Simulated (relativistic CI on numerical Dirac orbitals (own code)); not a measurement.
## Cd³⁺: 4p photoemission

Computed with this model: Dirac-Coulomb-Breit CI, KLI orbitals optimised for each configuration, model QED (radiative potential, 1s self-energy scaled to tabulated hydrogen-like ionisation energies), valence Slater integrals scaled by 0.8, multiplet model of photoemission in the sudden approximation; configurations [Kr] 4d9 → [Ar] 3d10 4s2 4p5 4d9; 300 K; Lorentzian 0.84 eV and Gaussian 0.6 eV FWHM. Energies are those of the free ion, without screening or charge transfer. The energies are binding energies and can lie tens of eV above those of solids. S is read from ⟨S²⟩ = S(S + 1).

Field parameters in Wybourne normalisation: Oh B⁴₀ = 21Dq, B⁴₄ = √(5/14) B⁴₀. The field is a parameter set, without covalency.

Computed curve for Oh, 10Dq = 16500 cm⁻¹, scaled to 100 at the maximum (points under 2 are left out and the grid is thinned):

Energy (eV), Intensity and a bar:
```
    108.2        2.0 
    108.7        2.5 
    109.2        3.2 
    109.7        4.3 #
    110.2        6.3 #
    110.7       10.1 ###
    111.2       19.5 ######
    111.7       47.1 ##############
    112.2       91.4 ############################
    112.7       96.6 ##############################
    113.2       74.2 #######################
    113.7       47.0 ##############
    114.2       35.0 ##########
    114.7       35.9 ###########
    115.2       28.7 ########
    115.7       18.6 #####
    116.2       21.5 ######
    116.7       30.9 #########
    117.2       38.3 ############
    117.7       47.5 ##############
    118.3       43.3 #############
    118.8       32.9 ##########
    119.3       34.4 ##########
    119.8       40.2 ############
    120.3       22.6 #######
    120.8       11.6 ###
    121.3       10.2 ###
    121.8       15.4 ####
    122.3       19.3 #####
    122.8       15.2 ####
    123.3       11.2 ###
    123.8       16.0 ####
    124.3       34.4 ##########
    124.8       38.5 ############
    125.3       21.0 ######
    125.8       16.7 #####
    126.3       11.5 ###
    126.8        5.5 #
    127.3        3.1 
    127.8        2.1
```

The ground state has S = 0.50, and the centroid lies at 116.90 eV.
